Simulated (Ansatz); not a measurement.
Consider the redistribution: `C[SiH2][AsH2]` + `[SiH3]OC[SiH2]Cl` → `C[SiH2]C[SiH2]Cl` + `[SiH3]O[AsH2]`.

Isolated molecules relaxed with PBE0-D4/def2-TZVP in Ansatz; ΔE leaves out vibrations. CCSD(T)/CBS adds triple-zeta CCSD(T) − MP2 to the extrapolated MP2 energy (def2 sets, frozen cores). DFT in def2-TZVPP. B3LYP here is the variant with VWN-RPA as its local correlation; programs differ in this. For As outer-core shells are correlated without core-valence functions, which leaves a few kJ/mol of doubt a bond. Scalar relativity is left out up to krypton. One conformer a species, not always the lowest.

`C[SiH2][AsH2]`:

```xyz
10

C     0.242   -0.014   -1.528
Si   -0.152    0.637    0.182
As    0.638   -0.895    1.807
H    -0.075    0.699   -2.293
H    -0.272   -0.960   -1.711
H     1.316   -0.182   -1.641
H    -1.614    0.883    0.318
H     0.555    1.925    0.423
H    -0.145   -0.220    2.923
H    -0.494   -1.873    1.521
```

`[SiH3]OC[SiH2]Cl`:

Cartesian coordinates in Å:
```
Si 1.401 -0.243 -1.715
O 0.783 0.069 -0.218
C -0.600 -0.087 0.060
Si -0.842 0.381 1.866
Cl -2.839 0.165 2.319
H 0.765 0.639 -2.732
H 1.143 -1.659 -2.096
H 2.855 0.020 -1.629
H -0.930 -1.120 -0.110
H -1.214 0.558 -0.583
H -0.062 -0.518 2.746
H -0.460 1.794 2.094
```

`C[SiH2]C[SiH2]Cl`:

Cartesian coordinates in Å:
```
C -2.043 -1.297 -0.379
Si -0.423 -0.817 0.420
C 0.319 0.702 -0.400
Si 1.929 1.264 0.326
Cl 2.624 2.932 -0.672
H -2.467 -2.180 0.103
H -1.901 -1.524 -1.439
H -2.770 -0.485 -0.300
H 0.548 -1.942 0.321
H -0.633 -0.531 1.867
H -0.399 1.527 -0.333
H 0.472 0.491 -1.464
H 2.971 0.216 0.198
H 1.773 1.644 1.751
```

`[SiH3]O[AsH2]`:

Z-matrix (Å, degrees):
```
Si
O 1 1.644
H 1 1.489 2 111.2
H 1 1.489 2 111.2 3 120.5
H 1 1.482 2 106.8 3 -119.7
As 2 1.797 1 125.7 3 -61.8
H 6 1.528 2 95.6 1 133.3
H 6 1.528 2 95.5 1 -134.9
```

```json
{"level": "PBE0-D4", "ΔE (kJ/mol)": "-51.4"}
{"level": "ωB97X-V", "ΔE (kJ/mol)": "-59.6"}
{"level": "ωB97M-V", "ΔE (kJ/mol)": "-62.3"}
{"level": "r2SCAN", "ΔE (kJ/mol)": "-57.7"}
{"level": "B3LYP", "ΔE (kJ/mol)": "-55.7"}
{"level": "SCS-MP2/def2-TZVPP", "ΔE (kJ/mol)": "-68.2"}
{"level": "SCS-MP2/def2-QZVPP", "ΔE (kJ/mol)": "-68.6"}
{"level": "MP2/CBS(def2)", "ΔE (kJ/mol)": "-65.6"}
```

Q: What does CCSD(T)/CBS give? (Estimate.)

A: Computed: -60.1 kJ/mol. The listed levels differ from it by 8.7, 0.5, -2.2, 2.4, 4.4, -8.1, -8.5, -5.5 kJ/mol.

Largest T1 diagnostic among the species: 0.012.
